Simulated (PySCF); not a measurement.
Calculation: PBE-D3(BJ)/def2-TZVP // B3LYP-D3(BJ)/def2-TZVP run with PySCF. Gas-phase values, no solvent. 

Reference species (SMILES): `[CH3][SnH3]` (neutral, multiplicity 1).

The HOMO–LUMO gap is 6.73 eV, the LUMO comes out as -0.47 eV and the HOMO comes out as -7.20 eV.

Changed species: `[GeH3][GeH3]`.

Question: Give the shifts of the HOMO–LUMO gap, LUMO and HOMO.

Answer: the HOMO–LUMO gap falls by 0.17 eV, to 6.56 eV; the LUMO drops by 0.08 eV, to -0.55 eV; the HOMO increases by 0.09 eV, to -7.11 eV.
